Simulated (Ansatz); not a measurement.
Coupled-cluster run, `[OH][Ge]([F])([F])[Cl]`.

```yaml
crystal:
  periodic: [false, false, false]
  atoms:
    - {symbol: O, position_ang: [-0.909490, 0.534475, 0.927297]}
    - {symbol: Ge, position_ang: [0.223614, -0.017408, -0.265094]}
    - {symbol: F, position_ang: [1.589877, -0.730949, 0.475919]}
    - {symbol: F, position_ang: [-0.454063, -1.265747, -1.217727]}
    - {symbol: Cl, position_ang: [0.809756, 1.582378, -1.476385]}
    - {symbol: H, position_ang: [-1.217594, -0.166849, 1.509790]}
basis:
  gaussian: {orbitals: def2-SVP}
correlation: {method: ccsd_t}
```

```sh
$ ansatz run in.yaml --threads 4 --pin off --events-out ev --progress --plain --max-ram 10444MiB
```

Output of Ansatz, abridged:

```
Functional definition: HF
907 factors; integrals over basis functions are off by at most 5.0e-4 eV
mean field evaluation 1: about -76425.0801 eV, gradient 4.5e1 eV
mean field evaluation 2: about -76425.1182 eV, gradient 4.5e1 eV
mean field evaluation 4: about -76428.7360 eV, gradient 2.4e0 eV
mean field evaluation 8: about -76428.7557 eV, gradient 1.9e-1 eV
mean field -76428.75580307 eV, -2808.7049704915 hartree, gradient 1.0e-6 eV, S^2 0.000000; 0 other end points of the search recorded, 0 dependent functions left out
17 core orbitals not correlated: weight in the atoms' cores, before any rotation towards them, 1.000 or more for the frozen orbitals, at most 0.000 for the correlated occupied ones
reference -76428.75580307 eV, -2808.7049704915 hartree; 21, 21 occupied and 59, 59 virtual orbitals, 907 factors
second order -24.84797015 eV of doubles, -0.00000000 eV of singles
cycle   1  -24.43228922 eV  change    4.2e-1 eV  update   1.1e-1
cycle   2  -24.96425667 eV  change   -5.3e-1 eV  update   3.1e-2
cycle   3  -25.08460520 eV  change   -1.2e-1 eV  update   1.5e-2
cycle   4  -25.07526998 eV  change    9.3e-3 eV  update   2.8e-3
cycle   5  -25.07278341 eV  change    2.5e-3 eV  update   1.1e-3
cycle   6  -25.07318480 eV  change   -4.0e-4 eV  update   3.3e-4
cycle   7  -25.07303643 eV  change    1.5e-4 eV  update   9.8e-5
cycle   8  -25.07298793 eV  change    4.8e-5 eV  update   3.0e-5
perturbative correction -0.51353091 eV, -0.0188719127 hartree
Total energy: -76454.34232191 eV, -2809.6452577157 hartree
```

It took 4.1 s on 4 threads of an Intel Xeon Platinum 8488C on a shared host, with 0.39 GiB of host memory at the peak.

Correlation energy per correlated electron: -0.609 eV. T1 diagnostic: 0.0113.
